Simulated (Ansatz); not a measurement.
Nudged elastic band run: AlClF3H

input.yaml

```yaml
crystal:
  periodic: [false, false, false]
  atoms:
    - { symbol: Al, position_ang: [-0.611724, 0.17969, -0.143342] }
    - { symbol: Cl, position_ang: [-0.55016, -1.690673, 0.844413] }
    - { symbol: F, position_ang: [-0.839067, 0.176703, -1.766249] }
    - { symbol: F, position_ang: [-1.043552, 1.492716, 0.73882] }
    - { symbol: H, position_ang: [1.673089, -0.469686, 0.379609] }
    - { symbol: F, position_ang: [1.371313, 0.31125, -0.053253] }
basis:
  gaussian: { orbitals: def2-mTZVP }
hamiltonian:
  xc: pbe0
  dispersion: d4
neb:
  order_check: false
  images: 7
  f_tol: 0.03
  max_iterations: 60
  optimiser: lbfgs
  climbing: immediate
  final_atoms:
    - { symbol: Al, position_ang: [-0.31748653, 0.6045523, -0.34278865] }
    - { symbol: Cl, position_ang: [-0.0179642, -1.56082418, 0.81836305] }
    - { symbol: F, position_ang: [-1.02702952, 0.09672185, -1.73392703] }
    - { symbol: F, position_ang: [-1.22908681, 1.40712657, 0.76242924] }
    - { symbol: H, position_ang: [1.27146764, -1.38378977, 0.82793629] }
    - { symbol: F, position_ang: [1.31999843, 0.83621323, -0.33201489] }
  initial_path:
    images:
      - { positions_ang: [[-0.611724, 0.17969, -0.143342], [-0.55016, -1.690673, 0.844413], [-0.839067, 0.176703, -1.766249], [-1.043552, 1.492716, 0.73882], [1.673089, -0.469686, 0.379609], [1.371313, 0.31125, -0.053253]] }
      - { positions_ang: [[-0.59719836, 0.24416953, -0.17616428], [-0.43346041, -1.71745801, 0.87552898], [-0.86563915, 0.19841315, -1.78677159], [-1.08037374, 1.51101491, 0.73324248], [1.563167, -0.53942403, 0.40641412], [1.41340366, 0.30328445, -0.05225171]] }
      - { positions_ang: [[-0.58267272, 0.30864907, -0.20898657], [-0.31676081, -1.74424302, 0.90664496], [-0.89221131, 0.22012331, -1.80729417], [-1.11719548, 1.52931382, 0.72766497], [1.45324499, -0.60916207, 0.43321923], [1.45549433, 0.2953189, -0.05125042]] }
      - { positions_ang: [[-0.56814708, 0.3731286, -0.24180885], [-0.20006122, -1.77102803, 0.93776094], [-0.91878346, 0.24183346, -1.82781676], [-1.15401722, 1.54761273, 0.72208745], [1.34332299, -0.6789001, 0.46002435], [1.49758499, 0.28735335, -0.05024913]] }
      - { positions_ang: [[-0.55362144, 0.43760813, -0.27463113], [-0.08336162, -1.79781305, 0.96887692], [-0.94535562, 0.26354362, -1.84833934], [-1.19083896, 1.56591164, 0.71650993], [1.23340099, -0.74863814, 0.48682946], [1.53967565, 0.2793878, -0.04924784]] }
      - { positions_ang: [[-0.49458771, 0.47934417, -0.29167051], [-0.06701227, -1.73856583, 0.93124845], [-0.9657741, 0.22183817, -1.81973626], [-1.20040092, 1.52621537, 0.72798976], [1.24291765, -0.90742605, 0.57210617], [1.48475635, 0.41859415, -0.11993961]] }
      - { positions_ang: [[-0.43555398, 0.52108021, -0.30870989], [-0.05066291, -1.67931861, 0.89361998], [-0.98619257, 0.18013273, -1.79113318], [-1.20996289, 1.48651911, 0.73946959], [1.25243431, -1.06621395, 0.65738288], [1.42983704, 0.55780051, -0.19063137]] }
      - { positions_ang: [[-0.37652025, 0.56281626, -0.32574927], [-0.03431356, -1.6200714, 0.85599151], [-1.00661105, 0.13842729, -1.76253011], [-1.21952485, 1.44682284, 0.75094942], [1.26195097, -1.22500186, 0.74265958], [1.37491773, 0.69700687, -0.26132313]] }
      - { positions_ang: [[-0.31748653, 0.6045523, -0.34278865], [-0.0179642, -1.56082418, 0.81836305], [-1.02702952, 0.09672185, -1.73392703], [-1.22908681, 1.40712657, 0.76242924], [1.27146764, -1.38378977, 0.82793629], [1.31999843, 0.83621323, -0.33201489]] }
```

Launched with:

```bash
$ ansatz run input.yaml --threads 2 --pin off --max-ram 3072MiB --backend cpu --events-out ev --progress --plain --runs-dir out
```

Output, in part (warnings, iteration lines, the closing report on the highest movable image, with atoms numbered from 0):

```
NEB end point (image 0): max|allowed force component| = 2.906e-2 eV/Å (the criterion of neb.relax_end_points is 1.000e-2)
NEB end point (image 8): max|allowed force component| = 1.299e-2 eV/Å (the criterion of neb.relax_end_points is 1.000e-2)
NEB iter   1: max|band force component| = 2.874e0 eV/Å  barrier→ = 1.1422 eV  barrier← = 1.1162 eV  CI = image 4  Δτ_max = 0.0439 Å  (237 SCF iters)
NEB iter   2: max|band force component| = 2.312e0 eV/Å  barrier→ = 0.8380 eV  barrier← = 0.8121 eV  CI = image 4  Δτ_max = 0.1504 Å  (212 SCF iters)
NEB iter   3: max|band force component| = 2.793e0 eV/Å  barrier→ = 0.4026 eV  barrier← = 0.3767 eV  CI = image 5  Δτ_max = 0.0421 Å  (205 SCF iters)
NEB iter   4: max|band force component| = 6.963e-1 eV/Å  barrier→ = 0.3380 eV  barrier← = 0.3120 eV  CI = image 4  Δτ_max = 0.0115 Å  (209 SCF iters)
NEB iter   5: max|band force component| = 5.630e-1 eV/Å  barrier→ = 0.3265 eV  barrier← = 0.3006 eV  CI = image 4  Δτ_max = 0.0385 Å  (169 SCF iters)
NEB iter   6: max|band force component| = 4.698e-1 eV/Å  barrier→ = 0.3188 eV  barrier← = 0.2929 eV  CI = image 4  Δτ_max = 0.0335 Å  (198 SCF iters)
NEB iter   7: max|band force component| = 1.095e0 eV/Å  barrier→ = 0.3197 eV  barrier← = 0.2937 eV  CI = image 4  Δτ_max = 0.0178 Å  (192 SCF iters)
NEB iter   8: max|band force component| = 2.962e-1 eV/Å  barrier→ = 0.3178 eV  barrier← = 0.2919 eV  CI = image 4  Δτ_max = 0.0049 Å  (166 SCF iters)
NEB iter   9: max|band force component| = 2.600e-1 eV/Å  barrier→ = 0.3166 eV  barrier← = 0.2906 eV  CI = image 4  Δτ_max = 0.0352 Å  (157 SCF iters)
NEB iter  10: max|band force component| = 1.831e-1 eV/Å  barrier→ = 0.3137 eV  barrier← = 0.2877 eV  CI = image 4  Δτ_max = 0.0219 Å  (191 SCF iters)
NEB iter  11: max|band force component| = 4.905e-1 eV/Å  barrier→ = 0.3105 eV  barrier← = 0.2846 eV  CI = image 4  Δτ_max = 0.0076 Å  (204 SCF iters)
NEB iter  12: max|band force component| = 1.162e-1 eV/Å  barrier→ = 0.3099 eV  barrier← = 0.2840 eV  CI = image 4  Δτ_max = 0.0032 Å  (169 SCF iters)
NEB iter  13: max|band force component| = 7.669e-2 eV/Å  barrier→ = 0.3094 eV  barrier← = 0.2835 eV  CI = image 4  Δτ_max = 0.0055 Å  (159 SCF iters)
NEB iter  14: max|band force component| = 8.030e-2 eV/Å  barrier→ = 0.3089 eV  barrier← = 0.2830 eV  CI = image 4  Δτ_max = 0.0016 Å  (159 SCF iters)
NEB iter  15: max|band force component| = 5.246e-2 eV/Å  barrier→ = 0.3089 eV  barrier← = 0.2830 eV  CI = image 4  Δτ_max = 0.0025 Å  (149 SCF iters)
NEB iter  16: max|band force component| = 7.490e-2 eV/Å  barrier→ = 0.3089 eV  barrier← = 0.2830 eV  CI = image 4  Δτ_max = 0.0011 Å  (160 SCF iters)
NEB iter  17: max|band force component| = 4.766e-2 eV/Å  barrier→ = 0.3089 eV  barrier← = 0.2829 eV  CI = image 4  Δτ_max = 0.0026 Å  (140 SCF iters)
NEB iter  18: max|band force component| = 5.486e-2 eV/Å  barrier→ = 0.3088 eV  barrier← = 0.2829 eV  CI = image 4  Δτ_max = 0.0010 Å  (159 SCF iters)
NEB iter  19: max|band force component| = 3.763e-2 eV/Å  barrier→ = 0.3088 eV  barrier← = 0.2829 eV  CI = image 4  Δτ_max = 0.0017 Å  (139 SCF iters)
NEB iter  20: max|band force component| = 5.264e-2 eV/Å  barrier→ = 0.3088 eV  barrier← = 0.2829 eV  CI = image 4  Δτ_max = 0.0008 Å  (143 SCF iters)
NEB iter  21: max|band force component| = 2.975e-2 eV/Å  barrier→ = 0.3088 eV  barrier← = 0.2829 eV  CI = image 4  Δτ_max = 0.0000 Å  (315 SCF iters)
Total energy: -27281.57559525 eV, -1002.5794110092 hartree
Atom 0 at    -0.396723     0.394000    -0.240102 Å, force     0.004612     0.007751    -0.003599 eV/Å
Atom 1 at    -0.074836    -1.611261     0.846346 Å, force    -0.002406    -0.000013    -0.012165 eV/Å
Atom 2 at    -0.894349     0.174553    -1.782376 Å, force    -0.000119    -0.018058     0.001694 eV/Å
Atom 3 at    -1.111107     1.485297     0.746378 Å, force     0.008766     0.001110     0.008066 eV/Å
Atom 4 at     1.115272    -0.778593     0.499553 Å, force    -0.009286    -0.004111     0.003873 eV/Å
Atom 5 at     1.361642     0.336004    -0.069800 Å, force    -0.001567     0.013322     0.002131 eV/Å
Dipole moment:     0.261177    -0.309569     0.184150 e Å
```

The forces met the threshold. Another band between the same ends (7 images) ends at a top of the same energy, where a vibrational analysis finds 1 clearly imaginary mode. The orbitals stay closed-shell, which can raise the energy where a bond breaks towards radicals; this wasn't checked here.

Final band (atoms are numbered from 1 in the order of the input):

```tsv
image	path coordinate (Å)	energy (eV)	H5–F6 (Å)	Cl2–H5 (Å)
0	0.00	0.00	0.94	2.58
1	0.22	0.02	0.95	2.29
2	0.45	0.06	0.98	2.00
3	0.68	0.19	1.06	1.73
4	0.91	0.31	1.28	1.49
5	1.15	0.21	1.57	1.36
6	1.39	0.11	1.86	1.32
7	1.63	0.04	2.17	1.31
8	1.88	0.03	2.51	1.30
```

The run took 4.5 min on 2 threads of Intel(R) Xeon(R) Platinum 8488C (Sapphire Rapids), with other jobs on the host, peak memory 0.25 GiB.
